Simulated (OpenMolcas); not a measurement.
## Lines of Ni V: computed and rescaled rates

```
Program             : OpenMolcas
Method              : MS-CASPT2, IPEA 0.25 Eh, imaginary shift 0.1 Eh (closed shells correlated: 3s 3p)
Basis               : ANO-RCC-VQZP [7s6p4d3f2g1h]
Scalar Hamiltonian  : DKH2, point nucleus
Active space        : 6 electrons in 5 orbitals (3d)
State averaging     : 2S+1 = 5 even, 5 roots; 2S+1 = 3 even, 45 roots; 2S+1 = 1 even, 50 roots
Spin-orbit coupling : RASSI with atomic mean-field integrals over the reference wave functions, term energies averaged over their components
```

Rates come from the transition moments of the reference wave functions (E1 and E2 in the length form). At fixed line strength A goes as λ^-3 for E1 and M1 and as λ^-5 for E2, so a rate at the computed wavelength can be rescaled to the measured one. Measured vacuum wavelengths follow from level energies in Corliss and Sugar, J. Phys. Chem. Ref. Data 10, 197 (1981). Branching counts decays inside the model space alone, at computed energies, and the table is only a selection of the E2 and M1 lines, drawn from those between levels with measured partners whose computed energy lies within a factor of 1.5 of the measured one.

```
     Upper       Lower  Type  λ computed (nm)  λ measured (nm)  A computed (s-1)  A rescaled (s-1)  Branching %
   3d6 5D0     3d6 5D1    M1            55360            53730          9.55e-04          1.04e-03        100.0
   3d6 5D1     3d6 5D2    M1            27030            26210          4.79e-03          5.25e-03        100.0
   3d6 3H5     3d6 3H6    M1            25940            21410          1.48e-03          2.63e-03         91.4
   3d6 5D2     3d6 5D3    M1            17240            16660          1.27e-02          1.41e-02        100.0
   3d6 5D3     3d6 5D4    M1            11750            11240          2.15e-02          2.46e-02        100.0
   3d6 3G4  3d6 3F4(1)    M1             1987             2025          1.65e-01                           46.7
   3d6 3G5     3d6 3H6    M1             1625             1627          1.80e-01                           46.8
   3d6 3G3     3d6 3H4    M1             1514             1525          2.01e-01                           40.0
3d6 1G4(1)  3d6 3F4(1)    M1            732.5            764.3          1.22e+00                           41.4
   3d6 1I6     3d6 3H6    M1            699.2            707.2          4.41e-01                           60.8
3d6 1S0(1)  3d6 3P1(1)    M1            514.1            526.3          6.05e+00                          100.0
3d6 1D2(1)  3d6 3F3(1)    M1            505.1            525.3          1.18e+00                           40.8
3d6 3P2(1)     3d6 5D3    M1            397.1            395.8          2.13e+00                           90.7
3d6 3P1(1)     3d6 5D2    M1            369.3            367.5          2.69e+00                           76.2
   3d6 3H6     3d6 5D4    E2            365.9            368.9          2.03e-05                          100.0
3d6 3P0(1)     3d6 5D1    M1            361.3            360.1          3.50e+00                           98.6
   3d6 3H4     3d6 5D4    M1            357.8              359          1.39e-01                           85.2
3d6 3F2(1)     3d6 5D2    M1            350.8              352          4.89e-01                           56.9
3d6 3F3(1)     3d6 5D3    M1            347.6            348.7          1.22e+00                           65.7
3d6 3F4(1)     3d6 5D4    M1            342.3            343.4          2.15e+00                           84.1
3d6 1G4(2)     3d6 1I6    E2            267.3            272.9          3.42e+00          3.08e+00         44.1
   3d6 3D1     3d6 5D1    M1            249.7            251.1          7.02e-01                           39.5
   3d6 3D3     3d6 5D4    M1            237.5            238.5          1.10e+00                           56.0
3d6 1D2(2)  3d6 1G4(1)    E2            158.5            160.7          2.74e+01          2.56e+01         59.2
3d6 3P0(2)     3d6 5D1    M1            151.9            154.2          2.54e+00                           39.1
```

Spin-changing lines and M1 lines between different terms are not rescaled, since their strength hangs on the term gaps too.

The largest correction is for 3d6 3H5 → 3d6 3H6 (M1): 1.48e-03 × (25940 / 21410)^3 = 2.63e-03 s-1, a factor of 1.78.

The computed order of these levels differs from the measured one in 1 place, and where term gaps are wrong the rates of spin-changing lines can be off by large factors.

These are rates of the free ion; in crystals, glasses and complexes forced electric-dipole and non-radiative decay shorten such lifetimes by orders of magnitude. No measured rate stands beside these. Rescaling mends the energy factor alone: line strengths can still be far off where a level mixes with configurations outside the active space, and weak or spin-changing lines hang on small mixing coefficients that depend on the term gaps too, so rescaling need not improve them.

Term energies are means over components that CASPT2 splits; among the terms shown or strongly mixed into the levels shown the widest spread is 980 cm-1 (3d6 1I). The CASPT2 spread within a term exceeds the gap to the next term for 3d6 1I and 3d6 3D, so the order of their levels is uncertain. Computed and measured levels are paired by configuration, term and J; levels that our copy of the source lacks, or whose pairing is in doubt (as where it misses far off the trend of its configuration), stay unpaired. Levels of configurations outside the active space are missing.

A number in round brackets counts repeated terms of one configuration in the order of the reference energies.
